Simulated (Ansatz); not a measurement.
Two isomers of C4H8Sn: A = `CC1=C[CH]1[SnH3]`, B = `[SnH3][CH2]C1=CC1`.

Calculated with Ansatz (gas phase, PBE0-D4/def2-TZVP geometries, no zero-point term in ΔE). CCSD(T)/CBS adds triple-zeta CCSD(T) − MP2 to the extrapolated MP2 energy (def2 sets, frozen cores). Functionals use def2-TZVPP. def2 core potentials past Kr. For Sn outer-core shells are correlated without core-valence functions, which leaves a few kJ/mol of doubt a bond. Each species was taken in one conformer, which may not be the lowest.

A:

```xyz
13

C     1.2964   -1.6781    0.2165
C     0.3556   -0.6698    0.7088
C    -0.0486    0.1905    1.5774
C    -0.8981    0.0763    0.3397
Sn   -0.8985    1.5934   -1.1811
H     2.1144   -1.8431    0.9190
H     0.7816   -2.6275    0.0421
H     1.7143   -1.3638   -0.7452
H     0.0759    0.7069    2.5137
H    -1.8489   -0.4585    0.4207
H    -1.4301    0.9869   -2.6940
H     0.7026    2.1800   -1.3535
H    -1.9167    2.9069   -0.7640
```

B:

Z-matrix (Å, degrees):
```
Sn
C 1 2.170
H 1 1.706 2 108.6
H 1 1.709 2 108.7 3 -119.8
H 1 1.705 2 109.8 3 120.4
C 2 1.454 1 109.8 3 -58.7
H 2 1.092 1 107.5 3 63.7
H 2 1.092 1 106.2 3 -179.4
C 6 1.499 2 143.1 1 -72.8
C 6 1.293 2 152.4 1 99.7
H 9 1.093 6 119.9 2 70.3
H 9 1.092 6 119.3 2 -77.3
H 10 1.076 6 150.2 2 3.2
```

Problem. Which is lower in electronic energy at CCSD(T)/CBS, and by how much? (An estimate is asked.)

Solution. The calculation gave: B, by 10.3 kJ/mol.

Problem. Give E(B) − E(A) in kJ/mol with CCSD/def2-TZVPP, CCSD(T)/def2-TZVPP, MP2/def2-TZVPP, B2PLYP, PBE-D4, r2SCAN-D4, ωB97M-V. (Estimate.)

Solution. Computed: CCSD/def2-TZVPP -11.9, CCSD(T)/def2-TZVPP -11.5, MP2/def2-TZVPP -12.1, B2PLYP -10.6, PBE-D4 -9.9, r2SCAN-D4 -10.9, ωB97M-V -10.6. None reverses the order clearly.

Largest T1 diagnostic: 0.012.
